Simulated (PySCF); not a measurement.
B(F)(NMe2)(SH) (C2H7BFNS), SMILES N(C)(B(S)F)C.

Coordinates come from a PBE0-D3(BJ)/def2-SVP optimisation. The structure was generated by enumeration, and PubChem lists no compound with its InChIKey, so it may never have been made. Other conformers were not sampled.

Computed with PySCF with TDA-CAM-B3LYP/def2-SVPD.

Vertical excitations. Gas-phase values at a fixed geometry.

Computed excitation energies, oscillator strengths and character:
```
state  energy (eV)  λ (nm)      f                                                                 main pairs
-----  -----------  ------  -----  -------------------------------------------------------------------------
S1            6.06     205  0.033                                                             HOMO→LUMO 79 %
S2            6.67     186  0.024       HOMO→LUMO+3 29 %, HOMO−1→LUMO 16 %, HOMO→LUMO 14 %, HOMO→LUMO+4 13 %
S3            7.08     175  0.013                       HOMO→LUMO+1 47 %, HOMO−1→LUMO 20 %, HOMO→LUMO+3 14 %
S4            7.26     171  0.379                       HOMO→LUMO+3 32 %, HOMO→LUMO+4 28 %, HOMO→LUMO+5 24 %
S5            7.47     166  0.003                                                           HOMO→LUMO+2 74 %
S6            7.68     161  0.029      HOMO−1→LUMO 34 %, HOMO→LUMO+1 20 %, HOMO→LUMO+2 18 %, HOMO→LUMO+4 7 %
S7            7.95     156  0.015                                         HOMO→LUMO+5 44 %, HOMO→LUMO+4 28 %
S8            7.96     156  0.001                                       HOMO→LUMO+6 64 %, HOMO−1→LUMO+1 11 %
S9            8.18     152  0.012                                       HOMO→LUMO+7 61 %, HOMO−1→LUMO+2 10 %
S10           8.21     151  0.052  HOMO−1→LUMO+3 39 %, HOMO−1→LUMO+2 9 %, HOMO→LUMO+7 8 %, HOMO−1→LUMO+1 7 %
T1            5.71     217      0                                           HOMO→LUMO 52 %, HOMO→LUMO+3 21 %
T2            5.99     207      0        HOMO→LUMO+3 39 %, HOMO→LUMO+4 25 %, HOMO→LUMO+5 14 %, HOMO→LUMO 7 %
T3            6.43     193      0        HOMO→LUMO 32 %, HOMO→LUMO+4 20 %, HOMO−1→LUMO 11 %, HOMO→LUMO+3 8 %
T4            6.87     181      0                       HOMO→LUMO+1 43 %, HOMO−1→LUMO 26 %, HOMO→LUMO+3 11 %
```
Triplets are in the Tamm–Dancoff approximation.
